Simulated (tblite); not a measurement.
C₇H₁₁P.
Numbering: `[CH2:1]=[C:2]([CH3:3])[P:4]1[CH2:5][CH:6]=[CH:7][CH2:8]1` (hydrogens: H9, H10 on C1; H11, H12, H13 on C3; H14, H15 on C5; H16 on C6; H17 on C7; H18, H19 on C8)

Computed geometry: GFN2-xTB, gas phase.

Give the optimised bond lengths and angles.

```
                   bond  length (bohr)   order
                  C1=C2          2.509  double
                  C2–C3          2.828  single
                  C2–P4          3.485  single
           P4–C5, P4–C8          3.542  single
           C5–C6, C7–C8          2.828  single
                  C6=C7          2.495  double
                  C1–H9          2.037  single
                 C1–H10          2.040  single
 C3–H11, C3–H12, C3–H13          2.058  single
C5–H14 and 3 like bonds          2.068  single
         C6–H16, C7–H17          2.040  single
```

Bonds in one row agree within 0.02 bohr and their mean is given. Orders are formal, as drawn. A selection of angles:
```
     angle  degrees
  C2–C1–H9    121.2
 C2–C1–H10    122.4
 H9–C1–H10    116.4
  C1–C2–C3    122.4
  C1–C2–P4    116.0
  C3–C2–P4    121.6
 C2–C3–H11    110.9
 C2–C3–H13    110.2
H11–C3–H12    107.4
H11–C3–H13    108.7
  C2–P4–C5     99.5
  C5–P4–C8     90.4
  P4–C5–C6    106.9
 P4–C5–H14    111.0
 P4–C5–H15    108.4
 C6–C5–H14    113.2
 C6–C5–H15    110.2
H14–C5–H15    107.1
  C5–C6–C7    116.6
 C5–C6–H16    119.2
 C7–C6–H16    124.2
```

Dihedral angles: C1–C2–P4–C5 -134° (anticlinal); C2–P4–C5–C6 -86° (synclinal); P4–C5–C6–C7 -11° (synperiplanar); C5–C6–C7–C8 0° (synperiplanar); C6–C7–C8–P4 11° (synperiplanar); C2–P4–C8–C7 86° (synclinal).

The C–P distances run from 1.844 Å (C2–P4, drawn single) to 1.874 Å (P4–C8, drawn single), a spread of 0.030 Å. Of the pairs four or more bonds apart, C6···H11 is among the closest relative to their van der Waals radii: 2.78 Å, 96 % of the sum of Bondi's values. The 5 C–C bonds span 1.320 Å (C6=C7, drawn double) to 1.497 Å (C2–C3, drawn single), a spread of 0.177 Å. P4 (phosphine phosphorus) is pyramidal (angles 99.5°, 99.5° and 90.4°, sum 289.5°, 0.94 Å off the plane of its three neighbours). The 5-membered ring P4–C5–C6–C7–C8 has internal angles of 90.4° to 116.6° (sum 537°, against 540° for a flat polygon); it is puckered, 0.08 Å rms from its mean plane, widest ring torsion 14°.

Point group: Cs (tolerance 0.08 Å). Its GFN2-xTB frequencies are all real (lowest 36 cm⁻¹). One conformer, not necessarily the lowest. 3 starts were optimised and ended at 0.00, 0.55 and 0.84 kcal/mol (GFN2-xTB); the lowest of these is shown.
